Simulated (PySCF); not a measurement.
## BTe: energy against distance

Set-up: B def2-SVPD, Te def2-SVPD with ECP28; scalar-relativistic core potentials (PySCF 2.14). Energies in eV from B + Te in their ground configurations at the same level. State: ²Σ⁺ (doublet), unpaired electrons σ ↑.

All columns are PBE0. A positive dipole means B(−)Te(+).

| R (Å) | E (eV) | μ (D) | Mulliken charge on B (basis-dependent) | HOMO (eV) | LUMO (eV) | Mayer bond order | ⟨S²⟩ |
| --- | --- | --- | --- | --- | --- | --- | --- |
| 1.687 | -2.652 | 0.69 | -0.23 | -7.64 | -2.86 | 2.83 | 0.77 |
| 1.766 | -3.449 | 0.54 | -0.14 | -7.80 | -3.07 | 2.74 | 0.77 |
| 1.844 | -3.889 | 0.38 | -0.06 | -7.65 | -3.28 | 2.65 | 0.78 |
| 1.903 | -4.043 | 0.26 | -0.03 | -7.53 | -3.45 | 2.59 | 0.78 |
| 1.962 | -4.083 | 0.14 | 0.00 | -7.43 | -3.61 | 2.54 | 0.78 |
| 2.021 | -4.035 | 0.02 | 0.02 | -7.33 | -3.77 | 2.48 | 0.79 |
| 2.099 | -3.871 | -0.15 | 0.04 | -7.21 | -3.99 | 2.41 | 0.79 |
| 2.197 | -3.558 | -0.35 | 0.05 | -7.08 | -4.25 | 2.31 | 0.79 |
| 2.315 | -3.103 | -0.59 | 0.06 | -6.92 | -4.53 | 2.18 | 0.79 |

A fit through these points gives, at Re = 1.957 Å, μ = 0.15 D and dμ/dR = -2.07 D/Å; the reduced mass is 10.15 u.

Q: How strong is the fundamental in the double-harmonic approximation, I = 42.26·(dμ/dR)²/μred km/mol?

A: I = 42.26·(-2.07)²/10.15 = 17.8 km/mol at PBE0.

Spin–orbit coupling is left out, which matters for elements this heavy, above all for dissociation energies. The state was picked by a PBE0 search and need not be the measured ground state.
